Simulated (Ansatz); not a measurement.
Species: C3H9Ga, SMILES `[CH3][Ga]([CH3])[CH3]` (charge 0, multiplicity 1).

Problem. Give a relaxed geometry from B3LYP-D3(BJ)/def2-TZVP (Ansatz, a program for electronic structure).

Solution. the end point of this relaxation (outside a Z-matrix the atoms follow the SMILES, hydrogens last).
Z-matrix (Å, degrees):
```
Ga
C 1 1.9881
H 2 1.0905 1 112.11
H 2 1.0911 3 109.09 1 -124.12
H 2 1.0942 3 107.59 4 -116.01
C 1 1.9890 2 120.31 3 22.67
H 6 1.0905 1 112.08 2 23.39
H 6 1.0911 7 109.06 1 -124.16
H 6 1.0942 7 107.56 8 -115.97
C 1 1.9891 2 120.46 3 -157.73
H 10 1.0900 1 112.58 2 9.19
H 10 1.0923 11 108.76 1 -122.93
H 10 1.0934 11 108.22 12 -115.74
```
